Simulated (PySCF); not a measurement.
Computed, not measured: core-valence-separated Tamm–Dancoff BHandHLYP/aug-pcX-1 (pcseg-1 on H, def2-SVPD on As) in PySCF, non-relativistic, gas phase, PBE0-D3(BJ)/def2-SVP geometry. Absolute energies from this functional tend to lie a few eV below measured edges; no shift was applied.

Main lines of an unknown, eV (oscillator strength): C K: 285.3 (0.055), 285.4 (0.015), 285.5 (0.033), 285.7 (0.057), 285.9 (0.023). Listed: the first five lines at most of each edge with a tenth or more of its strongest line's intensity; roots within 0.03 eV on the same or equivalent atoms are summed. Only the lowest roots were sought, and the top ones are left out.

Question: Which candidate gives them?
A. `C1CC[AsH]CC1`
B. `C=CC(C)(C)[AsH2]`

Answer: A. 

- `C1CC[AsH]CC1`: C K: 285.3 (0.055), 285.4 (0.015), 285.5 (0.033), 285.7 (0.057), 285.9 (0.023). First C line listed at 285.3 eV, hole on the ring CH2 carbon.
- `C=CC(C)(C)[AsH2]`: C K: 282.6 (0.056), 282.8 (0.064), 285.1 (0.041), 285.5 (0.017), 285.6 (0.009). First C line listed at 282.6 eV, hole on the terminal =CH2 carbon (1s→π*).

One conformer each; other structures than these candidates weren't tested.
